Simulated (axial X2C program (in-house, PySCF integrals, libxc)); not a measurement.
**SZrS: properties at the nuclei**

Calculated with an in-house all-electron X2C program for linear molecules (integrals from PySCF): two-component X2C with atomic mean-field Coulomb and Gaunt terms, Gaussian nuclei, basis S dyall-av3z, Zr dyall-v3z with contracted cores.

S–Zr–S held linear, with bonds 2.268 and 2.268 Å (near the PBE0 minimum at charge 0 of the determinant lowest at the starting distance; the state shown can have its own minimum elsewhere, held linear; other orders of the atoms were not compared).

Input and command:
```json
{"zs": [16, 40, 16], "q": 0, "bas": ["dyall-av3z", "dyall-v3z", "dyall-av3z"], "r0": [2.21, 2.21], "symm": 1, "scan": ["PBE0", "HF", "BHandHLYP"], "levels": ["PBE0", "HF", "LDA"], "nst": 2}
```
```bash
python solin.py task.json out
```

Keys: zs atomic numbers; q charge; bas basis sets; r0 starting distance in Å; symm equal bonds; scan levels of the two-bond scan; levels methods; nst determinants followed.

Determinant lowest in the PBE0 search, Ω = 0 (closed shell), highest spinor 82% S p, 11% Zr p, 4% Zr f:

| level | qzz S (a.u.) | qzz Zr (a.u.) |
| --- | --- | --- |
| PBE0 | -1.52 | -6.99 |
| HF | -1.63 | -6.58 |
| LDA | -1.56 | -7.43 |

Determinant 0.82 eV from it at PBE0 and this distance, Ω = 1 (⟨Sz⟩ = 1.00, ⟨Lz⟩ = 0.00 at PBE0), spin on the atoms S 0.25, Zr 0.50, S 0.25:

| level | A∥/gI S (MHz) | qzz S (a.u.) | A∥/gI Zr (MHz) | qzz Zr (a.u.) |
| --- | --- | --- | --- | --- |
| PBE0 | 109 | 1.08 | 1810 | -3.85 |
| HF | 137 | 1.44 | 1840 | -3.55 |
| LDA | 116 | 0.94 | 1890 | -4.08 |

A∥ (defined per Ω) follows by multiplying with gI = μI/(I μN); qzz is the electric field gradient, eQq0 = 234.96 MHz × Q/barn × qzz. The operators were transformed with the bare-nucleus X2C matrices; with these basis sets, hyperfine constants and field gradients can be off by tens of per cent, and where levels differ in sign neither size nor sign is settled.

(1) With Q(33S) = -0.0694 barn, Q(91Zr) = -0.176 barn (Q from Pyykkö, Mol. Phys. 2018), turn the PBE0 values of the first state into constants in MHz.

The molecule was held linear; bending was not examined, so a bent shape may lie lower.

Each state is one determinant with collinear spin, which with several unpaired electrons need not be a pure state. Unrestricted Hartree–Fock can overshoot spin polarisation at the nuclei. A closed determinant beside an open π² or δ² triplet, such as (π1/2)², mixes with its partner pair into the 0⁺ component of the triplet and ¹Σ⁺, so its energy is not that of a level, and 0⁺ can lie lowest. With several open shells hyperfine constants can be off by a factor of several. Open-shell Ω = 0 determinants with evenly filled partner blocks cannot be reached by this program, so the Ω shown need not be the lowest component. The search compared states at one distance, so a state with another bond length can lie lower. PBE0 term energies can be off by some tenths of an eV.

## Answers

(1) eQq0(33S) = 234.96 × (-0.0694) × (-1.52) = 24.8 MHz; eQq0(91Zr) = 234.96 × (-0.176) × (-6.99) = 289 MHz.
